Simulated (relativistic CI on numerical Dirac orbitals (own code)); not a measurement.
## Level scheme of Cs XX

These numbers are calculated, not measured: Dirac-Coulomb-Breit CI, orbitals from a KLI potential per configuration, a model potential for QED, unscaled Slater integrals (own radial code, finite nucleus).

CI space (outside the closed core [Ar] 3d10): 4s2 4p6, 4s2 4p5 4d, 4s 4p6 4d, 4s2 4p5 4f, 4s 4p6 4f, 4s2 4p5 5s, 4s2 4p5 5p, 4p6 4d2, 4p5 4d3, 4p5 4d2 4f, 4p5 4d2 5s, 4p5 4d2 5p, 4p6 4f2, 4p5 4d 4f2, 4p5 4f3, 4p5 4f2 5s, 4p5 4f2 5p. Double excitations out of closed p, d and f shells are left out; levels of such configurations are missing from the list, as are those of other unlisted configurations, and high levels can miss mixing partners.

| No. | Configuration | Term | J | E (Ry) | % | Landé g |
| --- | --- | --- | --- | --- | --- | --- |
| 1 | 4s2 4p6 | 1S | 0 | 0.0000 | 100 |  |
| 2 | 4s2 4p5 4d | 3P° | 0 | 6.0860 | 100 |  |
| 3 | 4s2 4p5 4d | 3P° | 1 | 6.2143 | 88 | 1.376 |
| 4 | 4s2 4p5 4d | 3F° | 3 | 6.4137 | 68 | 1.085 |
| 5 | 4s2 4p5 4d | 3P° | 2 | 6.4451 | 45 | 1.256 |
| 6 | 4s2 4p5 4d | 3F° | 4 | 6.4966 | 100 | 1.249 |
| 7 | 4s2 4p5 4d | 1D° | 2 | 6.6236 | 48 | 1.046 |
| 8 | 4s2 4p5 4d | 3D° | 3 | 6.8847 | 65 | 1.215 |
| 9 | 4s2 4p5 4d | 3D° | 1 | 7.2878 | 80 | 0.652 |
| 10 | 4s2 4p5 4d | 3F° | 2 | 7.6212 | 62 | 0.805 |
| 11 | 4s2 4p5 4d | 3D° | 2 | 7.9147 | 47 | 1.221 |
| 12 | 4s2 4p5 4d | 1F° | 3 | 8.0070 | 42 | 1.113 |
| 13 | 4s2 4p5 4d | 1P° | 1 | 9.1020 | 92 | 0.968 |
| 14 | 4s 4p6 4d | 3D | 1 | 11.9819 | 91 | 0.497 |
| 15 | 4s 4p6 4d | 3D | 2 | 12.0745 | 90 | 1.161 |
| 16 | 4s 4p6 4d | 3D | 3 | 12.2558 | 92 | 1.332 |
| 17 | 4s 4p6 4d | 1D | 2 | 12.8885 | 98 | 1.002 |
| 18 | 4s2 4p5 4f | 3G | 5 | 14.3804 | 100 | 1.199 |
| 19 | 4s2 4p5 4f | 3G | 4 | 14.4521 | 66 | 1.046 |
| 20 | 4s2 4p5 4f | 3D | 1 | 14.4547 | 91 | 0.498 |
| 21 | 4s2 4p5 4f | 3D | 2 | 14.5266 | 75 | 1.082 |
| 22 | 4s2 4p5 4f | 3F | 3 | 14.5972 | 45 | 0.988 |
| 23 | 4s2 4p5 4f | 3D | 3 | 14.6195 | 43 | 1.147 |
| 24 | 4s2 4p5 4f | 3F | 4 | 14.6960 | 61 | 1.154 |
| 25 | 4s2 4p5 4f | 1D | 2 | 14.9206 | 47 | 0.852 |
| 26 | 4s2 4p5 4f | 3G | 3 | 15.7206 | 62 | 0.856 |
| 27 | 4s2 4p5 4f | 1G | 4 | 15.8317 | 36 | 1.097 |
| 28 | 4s2 4p5 4f | 3D | 3 | 15.8375 | 41 | 1.172 |
| 29 | 4s2 4p5 4f | 1D | 2 | 16.0725 | 52 | 0.897 |
| 30 | 4s2 4p5 5s | 3P° | 2 | 17.6802 | 100 | 1.499 |
| 31 | 4s2 4p5 5s | 1P° | 1 | 17.7603 | 62 | 1.187 |
| 32 | 4s2 4p5 5s | 3P° | 0 | 18.9612 | 100 |  |
| 33 | 4s2 4p5 5s | 3P° | 1 | 19.0051 | 62 | 1.310 |
| 34 | 4s2 4p5 5p | 3S | 1 | 19.3712 | 52 | 1.688 |
| 35 | 4s2 4p5 5p | 3D | 2 | 19.4373 | 53 | 1.153 |
| 36 | 4s2 4p5 5p | 3D | 3 | 19.8623 | 100 | 1.333 |
| 37 | 4s2 4p5 5p | 1P | 1 | 19.8770 | 54 | 1.192 |
| 38 | 4s2 4p5 5p | 3P | 2 | 19.9918 | 68 | 1.339 |
| 39 | 4s2 4p5 5p | 3P | 0 | 20.2433 | 61 |  |
| 40 | 4s 4p6 4f | 3F° | 2 | 20.3211 | 100 | 0.665 |
| 41 | 4s 4p6 4f | 3F° | 3 | 20.3324 | 99 | 1.082 |
| 42 | 4s 4p6 4f | 3F° | 4 | 20.3499 | 100 | 1.249 |
| 43 | 4s 4p6 4f | 1F° | 3 | 20.6076 | 100 | 0.999 |
| 44 | 4s2 4p5 5p | 3D | 1 | 20.6990 | 70 | 0.667 |
| 45 | 4s2 4p5 5p | 1S | 0 | 21.0305 | 61 |  |
| 46 | 4s2 4p5 5p | 3P | 1 | 21.1857 | 56 | 1.451 |
| 47 | 4s2 4p5 5p | 3D | 2 | 21.2000 | 47 | 1.172 |
| 48 | 4p6 4d2 | 3F | 2 | 24.6236 | 89 | 0.702 |
| 49 | 4p6 4d2 | 3F | 3 | 24.8206 | 99 | 1.082 |
| 50 | 4p6 4d2 | 3P | 0 | 24.9538 | 91 |  |
| 51 | 4p6 4d2 | 3F | 4 | 24.9743 | 83 | 1.210 |
| 52 | 4p6 4d2 | 3P | 2 | 25.0346 | 48 | 1.218 |
| 53 | 4p6 4d2 | 3P | 1 | 25.0716 | 99 | 1.500 |
| 54 | 4p6 4d2 | 1G | 4 | 25.2452 | 83 | 1.037 |
| 55 | 4p6 4d2 | 3P | 2 | 25.3061 | 50 | 1.242 |
| 56 | 4p6 4d2 | 1S | 0 | 25.8615 | 91 |  |
| 57 | 4p5 4d3(4F) | 5F° | 2 | 30.5766 | 39 | 1.202 |
| 58 | 4p5 4d3(4F) | 5D° | 1 | 30.5933 | 58 | 1.031 |
| 59 | 4p5 4d3(4F) | 5F° | 3 | 30.6414 | 48 | 1.312 |
| 60 | 4p5 4d3(4F) | 5D° | 0 | 30.6419 | 94 |  |
| 61 | 4p5 4d3(4P) | 5S° | 2 | 30.7051 | 74 | 1.901 |
| 62 | 4p5 4d3(4F) | 5F° | 4 | 30.7285 | 49 | 1.349 |
| 63 | 4p5 4d3(4F) | 5D° | 2 | 30.8508 | 35 | 1.041 |
| 64 | 4p5 4d3(4F) | 5F° | 5 | 30.8594 | 47 | 1.315 |
| 65 | 4p5 4d3(4P) | 5D° | 3 | 30.8599 | 34 | 1.229 |
| 66 | 4p5 4d3(4F) | 5D° | 1 | 30.8696 | 32 | 0.687 |
| 67 | 4p5 4d3(4P) | 5D° | 4 | 30.8958 | 48 | 1.342 |
| 68 | 4p5 4d3(4F) | 5G° | 6 | 30.9933 | 76 | 1.288 |
| 69 | 4p5 4d3(4F) | 3G° | 3 | 30.9996 | 52 | 0.928 |
| 70 | 4p5 4d3(4F) | 3G° | 4 | 31.0765 | 50 | 1.111 |

Energies count from the lowest computed level; ° marks odd parity. Percentages are summed over parent terms; the parents shown are those of the largest component, closed shells are left out there.

The mean weight of the leading LS term, summed over parents, in these 70 levels is 69 %, and that of the leading jj configuration (from the same eigenvectors) 83 %, so jj coupling describes them better and the LS labels are nominal.

At this charge energies of transitions that change n are usually good to better than 1 %, and those within a shell (Δn = 0) to a few per cent.

LS names give the leading component of a level, which can be under half, so a name can repeat, a term be missing and a line seem to break the LS rules.
